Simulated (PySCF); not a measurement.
Species: FGe2H7Si.
SMILES with atom numbers: `[F:1][Ge@@H:2]([SiH3:3])[GeH3:4]` (hydrogens: H5 on Ge2; H6, H7, H8 on Si3; H9, H10, H11 on Ge4)

Method: PySCF, PBE0-D3(BJ)/def2-SVP geometry optimisation, gas phase; density fitting, grid level 1; the optimiser is geomeTRIC in internal coordinates, started from a GFN2-xTB structure with every atom displaced at random (about 0.01 Å).

Step 0: E = -123706.6864 eV
```
atom  x, y, z in Å  |  force x, y, z in eV/Å
F1     -0.0790   -2.1376   -0.6929   -0.033   1.086   0.328
Ge2     0.0627   -0.3240   -0.6616    0.501  -1.811  -0.532
Si3    -2.1708    0.4173   -0.2485    0.969   0.199   0.192
Ge4     2.0343    0.0299    0.7556   -1.379   0.176   0.576
H5      0.5413   -0.1793   -2.1322   -0.141   0.435   0.075
H6     -3.0590   -0.0627   -1.2819   -0.516  -0.347  -0.675
H7     -2.1380    1.8820   -0.2355   -0.058   0.581  -0.025
H8     -2.5723   -0.0585    1.0654   -0.240  -0.283   0.650
H9      3.2624   -0.6421    0.3264    1.055  -0.794  -0.756
H10     2.3618    1.4804    0.9018    0.093   0.963  -0.095
H11     1.7945   -0.4312    2.1878   -0.252  -0.204   0.261
```

Question: Estimate the geometry and energy of step 1. (The exact step hangs on the optimiser's Hessian estimate; all steps are aligned on step 0, rigid shifts and turns removed.)

Answer: E = -123706.9675 eV, largest force 0.762 eV/Å
```
atom  x, y, z in Å  |  force x, y, z in eV/Å
F1     -0.0521   -2.1276   -0.6805   -0.118  -0.739   0.143
Ge2     0.1084   -0.3968   -0.7345    0.218   0.305  -0.230
Si3    -2.0676    0.4199   -0.2156    0.135   0.089   0.042
Ge4     1.9555    0.0493    0.7733    0.140   0.114   0.200
H5      0.5306   -0.1884   -2.2077   -0.036   0.251   0.027
H6     -3.0153   -0.0646   -1.2536   -0.102  -0.029  -0.039
H7     -2.0459    1.9096   -0.1976   -0.017   0.093  -0.027
H8     -2.4604   -0.0684    1.1342   -0.038  -0.061   0.054
H9      3.2313   -0.6774    0.2846   -0.152   0.079   0.014
H10     2.2404    1.5647    0.8867   -0.009  -0.075  -0.084
H11     1.6132   -0.4463    2.1950   -0.020  -0.027  -0.100
```

The energy changes by -0.2812 eV. The first-order estimate −F·Δx gives -0.5672 eV and the mean of the old and new forces, exact on a quadratic surface, -0.2823 eV. The step makes an angle of 65° with the force vector and moves no atom by more than 0.182 Å.

What follows is the cost of the whole optimisation. Hardware: an Arm Neoverse V1 with one thread, shared host with 32 logical CPUs at a one-minute load of 21. Cost: 80 s, 0.54 GiB resident at most.
